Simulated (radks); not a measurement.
Neutral silver inside a hard spherical wall (all orbitals vanish at R), configuration held at [Kr] 4d10 5s1 and not refilled when levels cross. Calculated with a radial shooting solver on a logarithmic mesh with Libxc functionals: scalar-relativistic Kohn-Sham, LDA (Slater exchange, VWN5 correlation), spin-unpolarised, spherical densities, finite nucleus; Fermi nuclear charge, rms radius 4.5454 fm. Eigenvalues in eV, with the zero of energy where the potential of the charges vanishes at infinity; a dash marks a level that is unbound or too diffuse for the functional's potential to be trusted. A positive occupied level is held by the wall or, in an anion where self-interaction has pushed it up, behind a barrier. The pressure on the wall is -dE/dV.

R (bohr)  E (hartree)  kinetic (hartree)    e(4s)    e(4p)   e(4d)   e(5s)  e(5p, empty)  e(6s, empty)  pressure (GPa)
free      -5311.04464           5515.826  -95.076  -58.672  -7.665  -4.712        -0.841             -               0
15        -5311.04464           5515.826  -95.076  -58.672  -7.665  -4.712        -0.831         0.467        < 0.0001
12        -5311.04462           5515.826  -95.074  -58.669  -7.663  -4.709        -0.787         1.035        0.000389
4         -5310.76764           5517.156  -90.445  -54.140  -3.398   2.120        10.349        43.184            58.7
3.5       -5310.45523           5518.487  -87.275  -51.092  -0.435   7.556        17.644        65.227             178
3         -5309.69289           5521.579  -81.572  -45.634   5.146  18.674        31.786        104.24             617
1.5       -5271.22295           5653.741   17.245   58.448  125.34  315.67        352.68        781.26          123000
